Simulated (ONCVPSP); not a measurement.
## bromine: excitation energies, all-electron against ONCV

- Element: Br (Z = 35)
- Generator: ONCVPSP 4.0.1
- Type: optimised norm-conserving Vanderbilt (ONCV)
- Functional: LDA (Perdew-Wang 92)
- Relativity: fully relativistic
- Frozen core: [Ne]
- Valence charge: 25
- Reference configuration: 3s2 3p6 3d10 4s2 4p5
- Partial waves: 3s+4s: rc 1.05 bohr, ncon 4, nbas 7, qcut 12.4 1/bohr, 2 projectors; 3p+4p: rc 1.00 bohr, ncon 4, nbas 8, qcut 14.9 1/bohr, 2 projectors; 3d: rc 0.90 bohr, ncon 4, nbas 8, qcut 17.2 1/bohr, 3 projectors, debl 0.9 Ha; f scattering state at 0.23 Ha: rc 0.90 bohr, ncon 4, nbas 8, qcut 11.7 1/bohr, 2 projectors, debl 2.2 Ha
- Local potential: polynomial inside 0.70 bohr (lpopt 5, dvloc0 0 Ha)
- Core correction: Teter function, fcfact 4.75, rcfact 1.6

Open shells are filled in proportion to 2j + 1.

In the d channel the program set the typed energies aside and used -2.445, 0.250, 1.150 Ha (j = l + 1/2; the other j can differ).

Energies are relative to the spin-unpolarised reference configuration 3s2 3p6 3d10 4s2 4p5; without spin polarisation the order of configurations can differ from experiment.

```tsv
valence configuration	charge	ΔE all-electron (eV)	error AE − PS (meV)
3s2 3p6 3d10 4s2 4p3	+2	35.658	-12
3s2 3p6 3d10 4s2 4p2	+3	69.885	-20
3s2 3p6 3d9 4s2 4p6	0	64.446	+202
```

(1) What are ΔE and the potential's error for 3s2 3p6 3d10 4s2 4p4?

Results:

(1) ΔE = 12.710 eV all-electron; the error (AE − PS) is -5.0 meV.
